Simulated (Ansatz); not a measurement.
A nudged elastic band was laid between two geometries of CH₃NSSi (7 atoms, charge 0, multiplicity 1).

Theory: RKS revPBE/def2-SVP (Ansatz).

```yaml
movable_images: 5
climbing_image: yes
spring: 5.0 eV/Å²
optimiser: quadratic models (default)
start_path: through a guess of the saddle point
force_threshold: 0.05 eV/Å
iteration_limit: 60
end_points: relaxed
```

Image 0:

```xyz
7
Properties=species:S:1:pos:R:3
N -0.619 0.806 1.892
C -0.035 0.480 0.885
Si 0.907 -0.336 -0.497
S -0.616 -0.392 -2.089
H -0.796 0.350 2.795
H 1.804 0.845 -0.829
H -0.645 -1.753 -2.157
```

Image 6:

```xyz
7
Properties=species:S:1:pos:R:3
N -0.410 0.253 2.093
C 0.043 0.262 0.967
Si 0.943 -0.334 -0.543
S -0.692 -0.373 -2.020
H -0.991 0.961 2.559
H 1.714 0.946 -0.815
H -0.607 -1.716 -2.239
```

Problem. Which bonds break or form, and what moves?

Solution. No bond is made or broken.

Problem. What energy profile does the band end with?

Solution. The run converged. The highest image is number 3 of 0 to 6, 1.3 kcal/mol above the first end and 1.6 kcal/mol above the last; the last end lies 0.3 kcal/mol below the first. A vibrational analysis at the climbing image gives one clearly imaginary mode, 297i cm⁻¹: a first-order saddle point.

```csv
image,path coordinate (Å),energy (kcal/mol)
0,0.00,0.0
1,0.21,0.3
2,0.43,0.9
3,0.65,1.3
4,0.87,0.9
5,1.08,-0.1
6,1.30,-0.3
```

Problem. What is the geometry of the highest image?

Solution. 
```xyz
7
Properties=species:S:1:pos:R:3:forces:R:3
N -0.505 0.532 1.900 0.00 0.02 -0.01
C 0.095 0.312 0.899 0.00 -0.01 0.00
Si 1.070 -0.471 -0.559 0.00 0.00 0.00
S -0.608 -0.293 -2.023 0.00 0.00 0.00
H -1.041 0.706 2.737 0.00 -0.01 0.01
H 1.788 0.853 -0.831 0.00 0.00 0.00
H -0.798 -1.639 -2.123 0.00 0.00 0.00
```

Problem. What are the harmonic wavenumbers there?

Solution. 297i, 92, 195, 305, 370, 435, 463, 494, 609, 710, 818, 2027, 2057, 2606, 3747 cm⁻¹.

Time of the run: 2.6 min on 1 thread of Intel(R) Xeon(R) Platinum 8375C CPU @ 2.90GHz (Ice Lake) (shared host), peak memory 0.12 GiB.
